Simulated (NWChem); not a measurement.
System: CdSiH3OCl; SMILES [Cd]([Cl])[O][SiH3]

Excerpt of the output:

```
             Northwest Computational Chemistry Package (NWChem) 7.3.0
             --------------------------------------------------------

 C1  symmetry detected

                             Geometry "geometry" -> ""
                             -------------------------

 Output coordinates in angstroms (scale by  1.889725989 to convert to a.u.)

  No.       Tag          Charge          X              Y              Z
 ---- ---------------- ---------- -------------- -------------- --------------
    1 Cd                  48.0000    -0.41619747    -0.40439577     0.00147045
    2 Cl                  17.0000     0.64622777    -2.37216730    -0.00549694
    3 O                    8.0000     0.59666144     1.26347297     0.02976973
    4 Si                  14.0000     0.26344255     2.83954762    -0.01063628
    5 H                    1.0000    -0.46653262     3.17234190    -1.25026420
    6 H                    1.0000     1.57289432     3.49171621     0.03907340
    7 H                    1.0000    -0.57624246     3.21233238     1.14480757

 Effective nuclear repulsion energy (a.u.)     529.8299021623

                                Z-matrix (autoz)
                                --------

 Units are Angstrom for bonds and degrees for angles

      Type          Name      I     J     K     L     M      Value
      ----------- --------  ----- ----- ----- ----- ----- ----------
    1 Stretch                  1     2                       2.23627
    2 Stretch                  1     3                       1.95153
    3 Stretch                  3     4                       1.61142
    4 Stretch                  4     5                       1.47658
    5 Stretch                  4     6                       1.46371
    6 Stretch                  4     7                       1.47617
    7 Bend                     1     3     4               136.73679
    8 Bend                     2     1     3               120.36476
    9 Bend                     3     4     5               110.10350
   10 Bend                     3     4     6               104.47397
   11 Bend                     3     4     7               110.18138
   12 Bend                     5     4     6               111.73766
   13 Bend                     5     4     7               108.60216
   14 Bend                     6     4     7               111.70175
   15 Torsion                  1     3     4     5         -59.52237
   16 Torsion                  1     3     4     6        -179.64118
   17 Torsion                  1     3     4     7          60.24263
   18 Torsion                  2     1     3     4         177.29917

                           NWChem Geometry Optimization
                           ----------------------------

 maximum gradient threshold         (gmax) =   0.000450
 rms gradient threshold             (grms) =   0.000300
 maximum cartesian step threshold   (xmax) =   0.001800
 rms cartesian step threshold       (xrms) =   0.001200
 fixed trust radius                (trust) =   0.300000
 source of zmatrix                         =   autoz

          -------------------
          Energy Minimization
          -------------------

 Using diagonal initial Hessian
 Scaling for Hessian diagonals: bonds = 1.00  angles = 0.25  torsions = 0.10

          --------
          Step   0

                                 NWChem DFT Module
                                 -----------------

 Summary of "ao basis" -> "ao basis" (spherical)
 ------------------------------------------------------------------------------
       Tag                 Description            Shells   Functions and Types
 ---------------- ------------------------------  ------  ---------------------
 Cd                         def2-svp                11       31   5s3p2d1f
 Cl                         def2-svp                 8       18   4s3p1d
 O                          def2-svp                 6       14   3s2p1d
 Si                         def2-svp                 8       18   4s3p1d
 H                          def2-svp                 3        5   2s1p

[...]

      ----------------------
      Optimization converged
      ----------------------

  Step       Energy      Delta E   Gmax     Grms     Xrms     Xmax
  ---- ---------------- -------- -------- -------- -------- --------
@   11    -993.81220054 -1.1D-08  0.00001  0.00000  0.00008  0.00019
                                     ok       ok       ok       ok

                                Z-matrix (autoz)
                                --------

 Units are Angstrom for bonds and degrees for angles

      Type          Name      I     J     K     L     M      Value     Gradient
      ----------- --------  ----- ----- ----- ----- ----- ---------- ----------
    1 Stretch                  1     2                       2.28147    0.00000
    2 Stretch                  1     3                       1.97620    0.00000
    3 Stretch                  3     4                       1.67188   -0.00001
    4 Stretch                  4     5                       1.51220   -0.00001
    5 Stretch                  4     6                       1.50456   -0.00000
    6 Stretch                  4     7                       1.51215   -0.00001
    7 Bend                     1     3     4               129.12079   -0.00000
    8 Bend                     2     1     3               176.55535   -0.00000
    9 Bend                     3     4     5               112.32840   -0.00000
   10 Bend                     3     4     6               108.08278    0.00000
   11 Bend                     3     4     7               112.32400   -0.00000
   12 Bend                     5     4     6               108.52423   -0.00000
   13 Bend                     5     4     7               106.94005   -0.00000
   14 Bend                     6     4     7               108.52589   -0.00000
   15 Torsion                  1     3     4     5         -59.95100    0.00000
   16 Torsion                  1     3     4     6        -179.64756    0.00000
   17 Torsion                  1     3     4     7          60.65651    0.00000
   18 Torsion                  2     1     3     4         178.61526   -0.00000

                         Geometry "geometry" -> "geometry"
                         ---------------------------------

 Output coordinates in angstroms (scale by  1.889725989 to convert to a.u.)

[...]

 Rotational Constants
 --------------------
 A=   0.777884 cm-1  (  1.119177 K)
 B=   0.030041 cm-1  (  0.043222 K)
 C=   0.029223 cm-1  (  0.042044 K)

 Temperature                      =   298.15K
 frequency scaling parameter      =   1.0000

 Zero-Point correction to Energy  =   18.180 kcal/mol  (  0.028971 au)
 Thermal correction to Energy     =   22.488 kcal/mol  (  0.035837 au)
 Thermal correction to Enthalpy   =   23.081 kcal/mol  (  0.036781 au)

 Total Entropy                    =   87.085 cal/mol-K
   - Translational                =   41.703 cal/mol-K (mol. weight = 195.8678)
   - Rotational                   =   27.248 cal/mol-K (symmetry #  =        1)
   - Vibrational                  =   18.134 cal/mol-K

 Cv (constant volume heat capacity) =   20.151 cal/mol-K
   - Translational                  =    2.979 cal/mol-K
   - Rotational                     =    2.979 cal/mol-K
   - Vibrational                    =   14.193 cal/mol-K

[normal modes left out]

 ----------------------------------------------------------------------------
 Normal Eigenvalue ||           Projected Infra Red Intensities
  Mode   [cm**-1]  || [atomic units] [(debye/angs)**2] [(KM/mol)] [arbitrary]
 ------ ---------- || -------------- ----------------- ---------- -----------
    1       -0.000 ||    0.000002           0.000         0.002       0.000
    2        0.000 ||    0.000000           0.000         0.000       0.000
    3        0.000 ||    0.000000           0.000         0.000       0.000
    4        0.000 ||    0.000001           0.000         0.001       0.000
    5        0.000 ||    0.000004           0.000         0.004       0.001
    6        0.000 ||    0.000039           0.001         0.038       0.006
    7       56.502 ||    0.000456           0.011         0.444       0.066
    8       59.312 ||    0.002150           0.050         2.096       0.314
    9      112.354 ||    0.012083           0.279        11.779       1.763
   10      134.611 ||    0.007762           0.179         7.567       1.132
   11      353.727 ||    0.011413           0.263        11.126       1.665
   12      477.879 ||    0.026972           0.622        26.293       3.935
   13      694.254 ||    0.047291           1.091        46.101       6.899
   14      703.969 ||    0.041540           0.958        40.496       6.060
   15      906.556 ||    0.068401           1.578        66.681       9.978
   16      917.157 ||    0.061857           1.427        60.302       9.024
   17      926.373 ||    0.358274           8.266       349.263      52.265
   18      971.800 ||    0.361820           8.347       352.720      52.783
   19     2119.399 ||    0.178061           4.108       173.582      25.976
   20     2123.282 ||    0.117341           2.707       114.390      17.118
   21     2165.719 ||    0.144061           3.324       140.437      21.016
 ----------------------------------------------------------------------------
```

Level: PBE-D3(BJ)/def2-SVP with def2 effective core potentials on Cd. def2 effective core potentials on Cd; no spin-orbit coupling.

Q: Which NWChem input produces such a log?

A: One answer among several that fit: the input that was run:
```
start job
memory heap 200 mb stack 900 mb global 1100 mb
geometry units angstroms
  Cd    -0.361773     0.314610    -0.096697
  Cl    -1.112190     0.693222     1.975608
  O      1.153149    -0.879012    -0.394603
  Si     1.958771    -1.458195    -1.664327
  H      1.044834    -2.215026    -2.543087
  H      2.988540    -2.320168    -1.082058
  H      2.549308    -0.350574    -2.441200
end
basis spherical
  * library def2-svp
end
ecp
  Cd library def2-ecp
end
dft
  xc xpbe96 cpbe96
  disp vdw 4
  iterations 150
end
driver
  maxiter 120
end
task dft optimize
dft
  grid fine
  convergence energy 1d-8 density 1d-7
end
task dft freq numerical
```
